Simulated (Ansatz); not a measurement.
Species: H10Si4, SMILES `[SiH3][SiH]([SiH3])[SiH3]` (charge 0, multiplicity 1).

Question: Give a relaxed geometry from PBE0-D3(BJ)/def2-TZVP (Ansatz, an electronic-structure program).

Answer: the end point of this relaxation (outside a Z-matrix the atoms follow the SMILES, hydrogens last).
Z-matrix (Å, degrees):
```
Si
H 1 1.4924
Si 1 2.3371 2 109.33
H 3 1.4877 1 110.79 2 60.42
H 3 1.4877 4 108.78 1 122.02
H 3 1.4878 4 108.64 5 118.09
Si 1 2.3371 2 109.35 3 -120.00
H 7 1.4877 1 110.79 2 -60.42
H 7 1.4877 8 108.78 1 -122.01
H 7 1.4878 8 108.63 9 -118.09
Si 1 2.3371 2 109.35 3 120.00
H 11 1.4877 1 110.79 2 60.42
H 11 1.4877 12 108.78 1 122.01
H 11 1.4878 12 108.63 13 118.09
```
